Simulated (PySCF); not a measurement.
C8H8N (charge +1).
Numbering: `[CH:1]#[C:2][c:3]1[cH:4][cH:5][c:6]([NH3+:7])[cH:8][cH:9]1` (hydrogens: H10 on C1; H11 on C4; H12 on C5; H13, H14, H15 on N7; H16 on C8; H17 on C9)

Linear response at CAM-B3LYP/def2-SVPD (PySCF, frozen core in the response, non-relativistic). Geometry: PBE0-D3(BJ)/def2-SVP; no solvent, vibrations or thermal averaging.

Static isotropic polarisability: 98.87 au (14.65 Å³), principal values 54.2, 89.4, 153.0 au.

**Question.** What is the polarisability at 1064 nm and at the sodium D line?

**Answer.** 100.42 au at 1064 nm (+1.6 %), 104.37 au at 589.3 nm (+5.6 %). The rise at 589.3 nm is 3.54 times that at 1064 nm; a pure ω² law gives 3.26. The lowest singlet lies at 251 nm, shorter than both wavelengths.

**Question.** What is the isotropic C6 coefficient between two such ions, C6 = (3/π)∫α(iω)² dω?

**Answer.** 3456 au (Eh·bohr⁶) by a ten-point quadrature over imaginary frequencies, which is 2070 eV·Å⁶ or 199 J·nm⁶/mol.

**Question.** Which effective excitation energy ω̄ makes London's formula C6 = (3/4)α²ω̄ exact here?

**Answer.** ω̄ = 4·C6/(3α²) = 0.471 Eh = 12.8 eV. A one-pole form α(ω) = α/(1 − ω²/ω̄²) fitted to the 1064 nm value gives 9.4 eV.

**Question.** The lowest 6 singlets have (eV, f): 4.94, 0.000; 4.98, 0.260; 5.05, 0.077; 5.83, 0.000; 6.20, 0.202; 6.25, 0.001. What share of the static polarisability do they carry in the sum over states α = Σ f/ω²?

**Answer.** 13.92 au, 14.1 % of α; the largest term, 7.77 au, is that of the state at 4.98 eV. Their oscillator strengths add up to 0.54. Higher states carry the rest.

**Question.** What molar refraction at the D line follows from R = (4π/3)·N_A·α′, with α′ the polarisability volume?

**Answer.** α′ = 15.47 Å³ gives R = 39.01 cm³/mol, for isolated, non-vibrating species.

**Question.** How many electrons N does the Slater–Kirkwood formula C6 = (3/4)·√N·α^(3/2) need to give this C6?

**Answer.** N = (4·C6/3)²/α³ = 22.0; the species has 62 electrons in all.

**Question.** What three-body coefficient follows from the one-pole estimate C9 = (3/4)·α·C6?

**Answer.** 256000 au. This is an estimate from the two numbers above, not a computed integral.
